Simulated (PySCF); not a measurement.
C3H6Se, SMILES C/C=C\[SeH], singlet (PBE/def2-SVP optimised geometry):

```
10

C      1.969     0.617     0.001
C      1.071    -0.582     0.000
C     -0.278    -0.582     0.000
Se    -1.357     1.004     0.000
H      2.636     0.622     0.890
H      2.635     0.624    -0.889
H      1.403     1.571     0.002
H      1.563    -1.571    -0.001
H     -0.846    -1.524    -0.001
H     -2.636     0.253     0.005
```

Computed with PBE/def2-TZVP in PySCF.

Question: What are the frontier orbital energies and the dipole moment?

Answer: HOMO-2 -7.73 eV, HOMO-1 -7.27 eV, HOMO -5.11 eV, LUMO -0.91 eV, LUMO+1 -0.76 eV; dipole moment 0.82 D.

Meta-Löwdin charges at PBE/def2-TZVP: C1 -0.34, C2 -0.13, C3 -0.24, Se4 0.02, H5 0.13, H6 0.13, H7 0.12, H8 0.12, H9 0.13, H10 0.07.
